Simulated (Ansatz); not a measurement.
`[NH2][SbH][SiH3]` + H₂O → `[NH2][SbH][OH]` + SiH₄ at 600 K and 1 bar (formal hydrolysis of the Sb–Si bond).

Computed with Ansatz on PBE0-D4/def2-TZVP structures; ΔE is electronic, products minus reactants. CBS: MP2 limit from def2 TZ/QZ plus the TZ coupled-cluster correction, frozen cores. This one scheme is used for every species. Elements past krypton have def2 core potentials. For Sb outer-core shells are correlated without core-valence functions, which leaves a few kJ/mol of doubt a bond. One conformer a species, not always the lowest.

```csv
species,CCSD(T)/CBS energy (Eh),H − E (kJ/mol),S (J/(mol·K))
`[NH2][SbH][SiH3]`,-587.39549,206.7,427.9
H₂O,-76.37941,76.8,212.8
`[NH2][SbH][OH]`,-372.30892,166.2,381.3
SiH₄,-291.46306,108.7,242.3
```

H − E and S are ideal-gas, rigid-rotor, harmonic terms from PBE0-D4/def2-TZVP, for one conformer and one mirror image of each species. 1 Eh = 2625.50 kJ/mol, R = 8.31446 J/(mol·K).

By hand: ΔE, ΔH, ΔS and ΔG.

ΔE = (-372.30892) + (-291.46306) − (-587.39549) − (-76.37941) = 0.00292 Eh = 7.7 kJ/mol. Δ(H − E) = 166.2 + 108.7 − 206.7 − 76.8 = -8.6, so ΔH = -0.9 kJ/mol. ΔS = 381.3 + 242.3 − 427.9 − 212.8 = -17.1 J/(mol·K). ΔG = -0.9 − 600 × (-17.1)/1000 = 9.4 kJ/mol.

By hand: the equilibrium constant, and the temperature at which ΔG would vanish if ΔH and ΔS stayed fixed.

log₁₀ K = −ΔG/(RT ln 10) = -0.8. ΔG = 0 at ΔH/ΔS = 53 K, though so small a ΔH makes that figure unsure.

TΔS isn't small against ΔH here. A doubt of 5 kJ/mol in ΔE shifts log₁₀ K by 0.4 here. Other conformers and mirror images would add mixing entropy, several J/(mol·K) or more a flexible species. These are equilibria of isolated gas molecules and say nothing of rates. Largest T1 diagnostic: 0.014 (customary marks: 0.02 for closed shells, 0.045 for open ones).
